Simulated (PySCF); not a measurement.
Compound: AlCl2(CN), CAlCl2N.
Geometry (PBE0-D3(BJ)/def2-SVP, Å), atoms numbered from 1 in this order:
```xyz
5
CAlCl2N angstrom
Al     0.294    0.518    0.009
Cl     2.366    0.486    0.061
Cl    -0.772    2.297   -0.033
C     -0.657   -1.146   -0.011
N     -1.231   -2.155   -0.025
```

Computed, not measured: TDDFT wB97X-D/def2-SVPD, vertical, gas phase, core orbitals frozen in the response in PySCF 2.14.0, density-fitted response routines.

Kohn–Sham orbitals with the atoms that hold most of them (Löwdin shares over 4%, at most four atoms; ? is withheld):

```json
{"orbital": "LUMO+2", "ε (eV)": "0.84", "atoms": "C4 34%, N5 30%, Al1 20%, Cl2 8%"}
{"orbital": "LUMO+1", "ε (eV)": "0.21", "atoms": "Al1 61%, Cl3 16%, Cl2 16%, C4 6%"}
{"orbital": "LUMO", "ε (eV)": "?", "atoms": "?"}
{"orbital": "HOMO", "ε (eV)": "-11.84", "atoms": "Cl2 42%, Cl3 41%, N5 8%, C4 7%"}
{"orbital": "HOMO-1", "ε (eV)": "-12.16", "atoms": "?"}
{"orbital": "HOMO-2", "ε (eV)": "-12.25", "atoms": "Cl3 36%, Cl2 34%, N5 13%, Al1 11%"}
{"orbital": "HOMO-3", "ε (eV)": "-12.34", "atoms": "N5 33%, C4 28%, Cl3 17%, Cl2 16%"}
```

**Question.** Which atoms hold the HOMO-1, and with what shares?

**Answer.** Cl2 (bonded to Al) 46%; Cl3 (bonded to Al) 46%; Al1 (bonded to C and 2 Cl) 8%. By element: chlorine 92%, aluminium 8%.

**Question.** Give the leading atoms of the LUMO.

**Answer.** Al1 (bonded to C and 2 Cl) 40%; C4 (bonded to Al and N) 23%; N5 (bonded to C) 14%; Cl2 (bonded to Al) 12%.

**Question.** What is the LUMO energy, and the HOMO–LUMO gap?

**Answer.** ε(LUMO) = -0.70 eV; the gap is 11.13 eV (0.4091 hartree).

**Question.** The HOMO–LUMO gap is 11.13 eV. Where does the response calculation put the lowest singlet, and from which orbitals?

**Answer.** S1 is at 6.24 eV (f = 0.0000), 4.89 eV below the gap, made of HOMO→LUMO (47%), HOMO-4→LUMO (43%). 

**Question.** Give energy, strength and leading configuration of S4, S5 and S8, and follow the Löwdin shares of the leading atoms from the occupied to the empty orbital.

**Answer.** 
- S4 (6.86 eV, f 0.0011), HOMO-2→LUMO (93%): Cl3 36% → at most 12%, Cl2 34% → 12%, Al1 11% → 40%, C4 at most 8% → 23%
- S5 (7.18 eV, f 0.032), HOMO-1→LUMO (86%): Cl2 46% → 12%, Cl3 46% → at most 12%, Al1 8% → 40%, C4 at most 1% → 23%
- S8 (7.50 eV, f 0.055), HOMO→LUMO+1 (78%): Cl2 42% → 16%, Cl3 41% → 16%, Al1 at most 2% → 61%

Löwdin shares depend on the basis, the more so with diffuse functions.
